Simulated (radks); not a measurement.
The nitrogen anion N-, [He] 2s2 2p4, held by a Watson sphere: a shell of charge +1 at radius R that stands for the Madelung well of a crystal (potential energy -1/R inside, -1/r outside, in hartree with lengths in bohr). Method: scalar-relativistic Kohn-Sham, r2SCAN, spin-polarised, spherical densities, finite nucleus; open shells are filled with parallel spins first; meta-GGA in the generalised Kohn-Sham scheme; Fermi nuclear charge, rms radius of each element as measured or else 0.836 A^(1/3) + 0.57 fm; computed with a radial shooting solver on a logarithmic mesh with Libxc functionals.

R (bohr)	e(2s down) (eV)	e(2p up) (eV)	e(2p down) (eV)	<r> 2p (bohr)	sum of <r^2> (bohr^2)	X-ray form factor at sin(theta)/lambda = 0.3 1/angstrom
2.13	-16.842	-8.033	-4.883	1.760	18.28	3.254
2.38	-16.267	-7.539	-4.439	1.820	19.07	3.234
3.22	-14.706	-6.161	-3.140	2.028	21.43	3.212
3.8	-13.914	-5.465	-2.444	2.192	22.98	3.211
3.85	-13.854	-5.414	-2.392	2.207	23.12	3.211
